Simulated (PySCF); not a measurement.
Calculation: B3LYP-D3(BJ)/def2-TZVP run with PySCF. Isolated molecules, 0 K electronic values unless said otherwise. B3LYP has the VWN-RPA correlation part, as in Gaussian. Delta-SCF ions had no search for a lower state. 

Reference species (SMILES): `[Br][Al]([Br])[Br]` (neutral, multiplicity 1).

```
Quantity                                  Result
--------------------------------------  --------
vertical ionisation energy (Delta-SCF)  10.40 eV
HOMO                                    -8.36 eV
```

Changed species: `[NH2][Al]([NH2])[NH2]` (3 of 3 Br replaced by NH2; the reference has 0 of 3 Br replaced by NH2).

What does the change do to the vertical ionisation energy (Delta-SCF) and HOMO?

the vertical ionisation energy (Delta-SCF) falls by 1.68 eV, to 8.72 eV; the HOMO goes up by 1.91 eV, to -6.45 eV.
